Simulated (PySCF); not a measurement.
# Working out the ionisation energy of Kr+

Kr+ [Ar] 3d10 4s2 4p5 (2P) → Kr(2+) [Ar] 3d10 4s2 4p4 (3P). Calculation: PySCF 2.14, in Sapporo-DKH3-DZP-2012 (6s5p3d1f, 43 functions); the spin-free X2C one-electron Hamiltonian (Gaussian nucleus). Frozen: [Ar] 3d10. Energies in hartree (1 hartree = 27.21139 eV):

| part | Kr+ (lower) | Kr(2+) (upper) |
| --- | --- | --- |
| UHF | -2787.628180 | -2786.772480 |
| CCSD correlation | -0.113830 | -0.093457 |
| (T) | -0.001319 | -0.001037 |

What does Hartree-Fock give?

(-2786.772480) − (-2787.628180) = 0.855700 hartree = 23.285 eV.

What do CCSD and CCSD(T) give?

The CCSD correlation energies differ by 0.020373 hartree = 0.554 eV and the triples by 0.000282 hartree = 0.008 eV, so CCSD gives 23.839 eV and CCSD(T) 23.847 eV.

Reference: 24.360 eV (measured; NIST Atomic Spectra Database, ionization energies), between the lowest levels; spin-orbit coupling is absent from the calculation.

A double-zeta basis recovers only part of the correlation energy.

What remains against the reference includes basis incompleteness, the frozen core and higher excitations.
